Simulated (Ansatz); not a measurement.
A structure relaxed at PBE0-D4/def2-TZVP, charge 0, multiplicity 1:

Cartesian coordinates in Å:
```
N -3.8549 0.0608 -0.0514
C -2.7046 0.0475 0.0233
C -1.2792 0.0259 0.0674
C -0.6505 0.1774 1.2377
C 0.8337 0.2040 1.3688
C 1.5345 0.3597 0.0267
C 0.8998 -0.5427 -1.0197
C -0.5599 -0.1767 -1.2396
H -1.2425 0.2887 2.1407
H 1.1574 -0.7206 1.8662
H 1.1174 1.0121 2.0512
H 2.5997 0.1409 0.1326
H 1.4573 1.4020 -0.3023
H 1.4424 -0.4801 -1.9660
H 0.9648 -1.5845 -0.6860
H -1.0725 -0.9540 -1.8131
H -0.6431 0.7397 -1.8362
```

Question: Give its formula and SMILES.

Answer: C7H9N, `N#CC1=CCCCC1`.

Question: Point group (tolerance 0.08 Å, 0.16 Å for H)?

Answer: C1.

Question: Summarise the bond lengths by kind.

Answer: 1 × C–N 1.153 Å; 7 × C–C 1.337 to 1.522 Å; 9 × C–H 1.085 to 1.099 Å.

Computed with Ansatz.
